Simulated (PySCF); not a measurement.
Radial density of N³⁺ (nitrogen, charge +3)

BP86, [He] 2s2, closed-shell 1S. Computed with PySCF 2.14 in jorge-DZP-DKH, with the spin-free X2C one-electron Hamiltonian (Gaussian nucleus).

```tsv
r (bohr)	4πr²ρ (e/bohr)
0.00329	0.02808
0.00553	0.07770
0.00930	0.2083
0.0156	0.5315
0.0263	1.288
0.0443	2.823
0.0744	5.244
0.125	7.331
0.211	6.400
0.354	2.682
0.596	1.443
1.00	1.994
1.69	0.5845
2.84	0.02301
4.77	7.359e-05
```

Densities and radii are taken from the X2C orbitals without a picture-change correction, which distorts them close to the nucleus.
